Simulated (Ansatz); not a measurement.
Geometry optimisation, DFT PBEsol, scalar-relativistic, plane waves, PAW in Ansatz 0.2.0.

Input file:

```yaml
crystal:
  lattice:
    - [4.58, 0.0, 0.0]
    - [3.435, 5.949595, 0.0]
    - [0.0, 0.0, 15.58843]
  atoms:
    - { symbol: Be, position: [0.0, 0.0, 0.0641501] }
    - { symbol: Be, position: [0.5, 0.0, 0.0641501] }
    - { symbol: Be, position: [0.0, 0.3333333, 0.0641501] }
    - { symbol: Be, position: [0.5, 0.3333333, 0.0641501] }
    - { symbol: Be, position: [0.0, 0.6666667, 0.0641501] }
    - { symbol: Be, position: [0.5, 0.6666667, 0.0641501] }
    - { symbol: Be, position: [-0.1666667, 0.2222222, 0.1792493] }
    - { symbol: Be, position: [0.3333333, 0.2222222, 0.1792493] }
    - { symbol: Be, position: [-0.1666667, 0.5555556, 0.1792493] }
    - { symbol: Be, position: [0.3333333, 0.5555556, 0.1792493] }
    - { symbol: Be, position: [-0.1666667, 0.8888889, 0.1792493] }
    - { symbol: Be, position: [0.3333333, 0.8888889, 0.1792493] }
    - { symbol: Be, position: [0.0, 0.0, 0.2943484] }
    - { symbol: Be, position: [0.5, 0.0, 0.2943484] }
    - { symbol: Be, position: [0.0, 0.3333333, 0.2943484] }
    - { symbol: Be, position: [0.5, 0.3333333, 0.2943484] }
    - { symbol: Be, position: [0.0, 0.6666667, 0.2943484] }
    - { symbol: Be, position: [0.5, 0.6666667, 0.2943484] }
    - { symbol: Ga, position: [0.2761394, 0.8418961, 0.4187997] }
basis:
  ecutwfc: 420.0
kpoints:
  mp_grid: { grid: [4, 3, 1] }
hamiltonian:
  xc: pbesol
scf:
  occupations: { method: fermi_dirac, width: 0.05 }
  lower_state_search: "off"
relax:
  f_tol: 0.03
  max_steps: 60
  adjacent_minimum: "off"
  constraints: [{ sites: [0, 1, 2, 3, 4, 5] }]
```

Run as:

```bash
$ ansatz run input.yaml --threads 1 --pin off --max-ram 3072MiB --backend cpu --events-out ev --progress --plain --runs-dir out
```

Task: Where does it end, and by what steps?

Result: It converged. The force dipped under the threshold on the way, but the program's further checks kept it going. Limits of this set-up: coarse k mesh, thin slab, slab without dipole correction. After 8 steps the energy has fallen by 0.194 eV; Ga19 moved furthest, 0.80 Å.

```csv
step,energy less start (eV),largest force component (eV/Å),accepted
0,0.0000,1.068,yes
1,-0.1171,0.611,yes
2,-0.1818,0.036,yes
3,-0.1828,0.017,yes
4,-0.1843,0.019,yes
5,-0.1884,0.033,yes
6,-0.1922,0.030,yes
7,-0.1922,0.030,yes
8,-0.1942,0.016,yes
```

```xyz
19
Lattice="4.5800 0.0000 0.0000 3.4350 5.9496 0.0000 0.0000 0.0000 15.5884" Properties=species:S:1:pos:R:3
Be 0.000 0.000 1.000
Be 2.290 0.000 1.000
Be 1.145 1.983 1.000
Be 3.435 1.983 1.000
Be 2.290 3.966 1.000
Be 4.580 3.966 1.000
Be 0.003 1.359 2.835
Be 2.290 1.314 2.855
Be 1.157 3.303 2.822
Be 3.425 3.319 2.801
Be 2.271 5.282 2.826
Be 4.601 5.304 2.818
Be -0.012 0.016 4.595
Be 2.281 -0.014 4.702
Be 1.142 1.976 4.685
Be 3.424 2.001 4.692
Be 2.272 3.961 4.615
Be 4.584 3.953 4.601
Ga 3.477 4.664 6.778
```

Run time: 54 s on 1 CPU thread of a shared host.
